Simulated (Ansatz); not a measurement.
Job for Ansatz (a quantum-chemistry and plane-wave program): R-r2SCAN/def2-TZVPP on F2OW (SMILES [O]=[W]([F])[F]), 2S+1 = 1, a spin state set in the input, which need not be the lowest. Elements past Kr take the def2 small-core potentials; no spin–orbit coupling.

Ansatz 0.2 input:
```yaml
crystal:
  periodic: [false, false, false]
  atoms:
    - {symbol: W, position_ang: [-0.06742134, 0.03558287, -0.00080481]}
    - {symbol: O, position_ang: [1.47385777, -0.51310803, -0.38611061]}
    - {symbol: F, position_ang: [-0.59098086, -0.41409550, 1.70769271]}
    - {symbol: F, position_ang: [-0.87344328, 0.95858595, -1.37692144]}
basis:
  gaussian:
    orbitals: def2-TZVPP
hamiltonian:
  xc: {name: r2SCAN}
```

The log:

```
WARN ansatz: RAYON_NUM_THREADS=4 ignored (pool sized by the plan → 4); use --threads N
Functional definition: r2SCAN
integrals: 0.06 GiB planned
798 factors; their error is unknown
mean field: 0.46 GiB planned
mean field evaluation 1: about -9300.4808 eV, gradient 8.3e1 eV
mean field evaluation 2: about -9083.3430 eV, gradient 2.8e2 eV
mean field evaluation 4: about -9307.5149 eV, gradient 4.9e1 eV
mean field evaluation 8: about -9311.3957 eV, gradient 1.2e-1 eV
mean field evaluation 16: about -9311.3926 eV, gradient 5.2e-5 eV
mean field -9311.39259662 eV, -342.1873664371 hartree, gradient 8.9e-5 eV, S^2 0.000000; 0 other end points of the search recorded, 0 dependent functions left out
reference -9311.39261319 eV, -342.1873670461 hartree; 20, 20 occupied and 129, 129 virtual orbitals, 798 factors
Total energy: -9311.39261319 eV, -342.1873670461 hartree
```

Self-consistency was reached.

Cost: about 5 core-seconds (a rough figure).
